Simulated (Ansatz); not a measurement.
`FC(F)(F)COBCl` + H₂Se → `ClB[SeH]` + `OCC(F)(F)F`  (ligand exchange at a B–O bond)

Program: Ansatz. Geometries: PBE0-D4/def2-TZVP. ΔE: electronic, gas phase. CCSD(T)/CBS is the MP2 limit (def2-TZVPP, def2-QZVPP) plus CCSD(T) − MP2 in def2-TZVPP, frozen cores. Functionals use def2-TZVPP. HSE06 is defined as in plane-wave codes. For Se outer-core shells are correlated without core-valence functions, which leaves a few kJ/mol of doubt a bond. Scalar relativity is left out up to krypton. Each species was taken in one conformer, which may not be the lowest.

`FC(F)(F)COBCl`:

```xyz
11

F     0.796   -2.110    1.258
C     0.302   -0.871    1.150
F     0.789   -0.144    2.153
F    -1.023   -0.940    1.303
C     0.674   -0.300   -0.203
O     0.171    1.002   -0.329
B    -0.880    1.269   -1.124
Cl   -1.473    2.910   -1.176
H     0.278   -0.972   -0.970
H     1.763   -0.271   -0.269
H    -1.398    0.428   -1.794
```

H₂Se:

```xyz
3

Se    0.168    0.636    0.188
H    -1.100   -0.072   -0.022
H     0.932   -0.565   -0.166
```

`ClB[SeH]`:

Cartesian coordinates in Å:
```
Cl -0.066 -2.164 -0.226
B 0.261 -0.461 -0.057
Se -1.212 0.753 0.120
H 1.385 -0.077 -0.055
H -0.367 1.950 0.218
```

`OCC(F)(F)F`:

Cartesian coordinates in Å:
```
O 1.379 0.602 -0.591
C 0.325 -0.312 -0.551
C -0.752 0.099 0.431
F -1.316 1.264 0.115
F -0.243 0.225 1.669
F -1.717 -0.826 0.482
H 1.807 0.619 0.269
H -0.124 -0.346 -1.545
H 0.642 -1.326 -0.278
```

| level | ΔE (kJ/mol) |
| --- | --- |
| BLYP-D4 | 61.6 |
| B97M-V | 63.4 |
| HSE06-D4 | 53.0 |
| BHLYP-D4 | 66.9 |
| r2SCAN | 56.1 |
| r2SCAN0 | 57.1 |
| HSE06 | 52.3 |
| LC-ωPBE | 59.9 |

Task: What does CCSD(T)/CBS give? (Estimate.)

Result: The calculation gave: +56.0 kJ/mol. The listed levels differ from it by 5.6, 7.4, -3.0, 10.9, 0.1, 1.1, -3.7, 3.9 kJ/mol.

Largest T1 diagnostic among the species: 0.012.

In def2-TZVPP, CCSD(T) changes the Hartree–Fock value by −13.9 kJ/mol (the triples alone add −2.2 kJ/mol) and MP2 by −18.9 kJ/mol. Leaving LDA and LC-ωPBE aside and taking each functional with its dispersion term where it has one, the values, not all of them listed here, spread over 20.9 kJ/mol, from revPBE-D4 to CAM-B3LYP-D4. LDA lies +8.7 kJ/mol from PBE without D4. From BLYP to BHLYP (50 % exact exchange), in def2-TZVPP and without D4, ΔE moves by +6.9 kJ/mol.
